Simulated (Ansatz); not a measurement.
Basis-set extrapolation for C2H6O2SSi, SMILES `O/C([SiH3])=C(\O)S` (PBE0-D4/def2-TZVP geometry, frozen core, the Gaussian-basis code of Ansatz). Multiplicity 1, RHF reference.

```tsv
	def2-TZVPP	def2-QZVPP
HF	-915.497420	-915.528430
MP2 correlation	-1.101579	-1.186682
CCSD(T) correlation	-1.196545	not run
```

Energies in hartree. Use E(X) = E(∞) + A·exp(−7.88·√X) for Hartree–Fock and E(X) = E(∞) + B·X^(−2.97) for correlation, with X = 3 and 4, and add CCSD(T) minus MP2 of the smaller set to the MP2 limit.

Task: What is the CCSD(T) energy at the basis-set limit?

Result: HF limit: -915.528430 + (-0.031010) × 0.13774 = -915.53270. MP2 limit: -1.186682 + (-0.085103) × 0.74074 = -1.24972. Higher-order term: -1.196545 − (-1.101579) = -0.09497. Total: -916.87739 hartree, 4.99 eV below CCSD(T)/def2-TZVPP.
